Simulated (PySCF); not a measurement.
PySCF input file for Ga(Me)3(NH3) (C3H12GaN), SMILES [CH3][Ga]([CH3])([CH3])<-[NH3] (connectivity only; charge and spin as stated), neutral, multiplicity 1, C-PCM-ωB97X/def2-SVP. Geometry: PBE0-D3(BJ)/def2-SVP. The isomer is the one that the SMILES or the coordinates give; other isomers of the formula were not compared. Other conformers were not sampled.

```python
import numpy as np
from pyscf import gto, scf, dft
from pyscf.solvent import pcm

mol = gto.M(
    atom='''
    Ga   -0.00000000   -0.00000000    0.20942066
    C    -1.70809509    0.98616916    0.50440070
    H    -1.68636869    2.00390902    0.07990277
    H    -1.90220718    1.09823983    1.58413458
    H    -2.57862046    0.45848364    0.07990275
    C     1.70809508    0.98616915    0.50440073
    H     1.68636871    2.00390901    0.07990281
    H     2.57862047    0.45848362    0.07990282
    H     1.90220715    1.09823981    1.58413463
    C    -0.00000001   -1.97233831    0.50440071
    H    -0.00000003   -2.19647965    1.58413459
    H     0.89225175   -2.46239264    0.07990278
    H    -0.89225178   -2.46239264    0.07990277
    N     0.00000003    0.00000001   -1.96981709
    H     0.82334132   -0.47535630   -2.33811806
    H     0.00000004    0.95071264   -2.33811806
    H    -0.82334127   -0.47535631   -2.33811808
    ''',
    basis='def2-SVP',
    charge=0,
    spin=0,
    max_memory=1600,
    verbose=3,
)
mf = dft.RKS(mol, xc='wb97x').density_fit(auxbasis='def2-universal-jkfit')
mf.grids.level = 3
mf.conv_tol = 1e-9
mf.max_cycle = 100
mf.kernel()
res = {}
for name, eps in {'water': 78.355, 'n-hexane': 1.8819, 'tetrahydrofuran': 7.4257}.items():
    s = mf.PCM()
    s.with_solvent.method, s.with_solvent.eps, s.with_solvent.lebedev_order = 'C-PCM', eps, 17
    s.kernel(mf.make_rdm1())
    res[name] = (s.e_tot, eps, s.dip_moment(), s.mo_energy, s.converged)
    print(f'{name}: electrostatic solvation free energy {(s.e_tot - mf.e_tot) * 627.509474:.3f} kcal/mol')
```

It prints:

```
converged SCF energy = -2100.80397229537

WARN: PCM is an experimental feature. It is still in testing.
Features and APIs may be changed in the future.

converged SCF energy = -2100.81745760112
Dipole moment(X, Y, Z, Debye):  0.00000, -0.00108, -5.76142
water: electrostatic solvation free energy -8.462 kcal/mol

WARN: PCM is an experimental feature. It is still in testing.
Features and APIs may be changed in the future.

converged SCF energy = -2100.8099409682
Dipole moment(X, Y, Z, Debye):  0.00000, -0.00063, -5.12359
n-hexane: electrostatic solvation free energy -3.745 kcal/mol

WARN: PCM is an experimental feature. It is still in testing.
Features and APIs may be changed in the future.

converged SCF energy = -2100.81558810579
Dipole moment(X, Y, Z, Debye):  0.00000, -0.00096, -5.59383
tetrahydrofuran: electrostatic solvation free energy -7.289 kcal/mol
```

The calculation finished and met its thresholds.

Cost: roughly 3 core-minutes.
